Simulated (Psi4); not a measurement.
F2Se, singlet, at a GFN2-xTB geometry; B3LYP/cc-pV5Z in Psi4.

Here is a job for Psi4.
```
memory 2 GB

molecule mol {
0 1
  Se    0.050868   -0.028317    0.416515
  F     0.572116    1.190155   -0.791078
  F    -0.764285   -1.083178   -0.782422
}

set basis cc-pv5z
set reference rks

energy('b3lyp')
print_variables()
```

Output, abridged:

```
   => Loading Basis Set <=

    Name: CC-PV5Z
    Role: ORBITAL
    Keyword: BASIS

         ---------------------------------------------------------
                                   SCF
               by Justin Turney, Rob Parrish, Andy Simmonett
                          and Daniel G. A. Smith
                              RKS Reference
         ---------------------------------------------------------

  ==> Geometry <==

    Molecular point group: cs
    Full point group: Cs

    Geometry (in Angstrom), charge = 0, multiplicity = 1:

       Center              X                  Y                   Z               Mass
    ------------   -----------------  -----------------  -----------------  -----------------
         SE          -0.001297713455    -0.391511641054     0.000000000000    79.916521800000
         F           -1.315793355379     0.827814219124     0.000000000000    18.998403162730
         F            1.321252169192     0.819074118241     0.000000000000    18.998403162730

  Running in cs symmetry.

  Rotational constants: A =      0.44346  B =      0.25519  C =      0.16198 [cm^-1]
  Rotational constants: A =  13294.45971  B =   7650.50442  C =   4856.02754 [MHz]
  Nuclear repulsion =  196.882337538818518

  Charge       = 0
  Multiplicity = 1
  Electrons    = 52
  Nalpha       = 26
  Nbeta        = 26

  ==> Algorithm <==

  SCF Algorithm Type is DF.
  DIIS enabled.
  MOM disabled.
  Fractional occupation disabled.
  Guess Type is SAD.
  Energy threshold   = 1.00e-06
  Density threshold  = 1.00e-06
  Integral threshold = 1.00e-12

  ==> Primary Basis <==

  Basis Set: CC-PV5Z
    Blend: CC-PV5Z
    Number of shells: 68
    Number of basis functions: 286
    Number of Cartesian functions: 392
    Spherical Harmonics?: true
    Max angular momentum: 5

  ==> DFT Potential <==

   => LibXC <=

    Version 7.1.2
    S. Lehtola, C. Steigemann, M. J. T. Oliveira, and M. A. L. Marques,  SoftwareX 7, 1–5 (2018) (10.1016/j.softx.2017.11.002)

   => Composite Functional: B3LYP <=

    B3LYP Hyb-GGA Exchange-Correlation Functional

    P. J. Stephens, F. J. Devlin, C. F. Chabalowski, and M. J. Frisch,  J. Phys. Chem. 98, 11623 (1994) (10.1021/j100096a001)

    Deriv               =              1
    GGA                 =           TRUE
    Meta                =          FALSE

    Exchange Hybrid     =           TRUE
    MP2 Hybrid          =          FALSE

   => Exchange Functionals <=

    0.0800   Slater exchange
[...]
   @DF-RKS iter   3: -2601.39192688390358   -1.02994e+00   3.13880e-04 ADIIS/DIIS
   @DF-RKS iter   4: -2601.39099489332102    9.31991e-04   4.08781e-04 ADIIS/DIIS
   @DF-RKS iter   5: -2601.39304737635257   -2.05248e-03   1.13115e-04 ADIIS/DIIS
   @DF-RKS iter   6: -2601.39321843414791   -1.71058e-04   5.65829e-06 DIIS
   @DF-RKS iter   7: -2601.39321895991861   -5.25771e-07   1.38586e-06 DIIS
   @DF-RKS iter   8: -2601.39321899441575   -3.44971e-08   3.08765e-07 DIIS
  Energy and wave function converged.

  ==> Post-Iterations <==

   Electrons on quadrature grid:
      Ntotal   =   51.9999836035 ; deviation = -1.640e-05

    Orbital Energies [Eh]
    ---------------------

    Doubly Occupied:

[...]
    Virtual:

[...]
    Final Occupation by Irrep:
             Ap   App
    DOCC [    19,    7 ]
    NA   [    19,    7 ]
    NB   [    19,    7 ]

  @DF-RKS Final Energy: -2601.39321899441575

   => Energetics <=

    Nuclear Repulsion Energy =            196.8823375388185184
    One-Electron Energy =               -4013.1449094769841395
    Two-Electron Energy =                1301.8660296180180467
    DFT Exchange-Correlation Energy =     -86.9966766742684143
    Empirical Dispersion Energy =           0.0000000000000000
    VV10 Nonlocal Energy =                  0.0000000000000000
    Total Energy =                      -2601.3932189944162019

Computation Completed

Properties will be evaluated at   0.000000,   0.000000,   0.000000 [a0]

Properties computed using the SCF density matrix

 Multipole Moments:

 ------------------------------------------------------------------------------------
     Multipole            Electronic (a.u.)      Nuclear  (a.u.)        Total (a.u.)
 ------------------------------------------------------------------------------------

 L = 1.  Multiply by 2.5417464519 to convert [e a0] to [Debye]
 Dipole X            :         -0.0125117            0.0094620           -0.0030497
 Dipole Y            :         -3.7744867            2.8546188           -0.9198678
 Dipole Z            :          0.0000000            0.0000000            0.0000000
 Magnitude           :                                                    0.9198729

 ------------------------------------------------------------------------------------

  Variable Map:
  ----------------------------------------------------------------------------
[...]
  Array Variable Map:
  ----------------------------------------------------------------------------
[...]
[...]
```
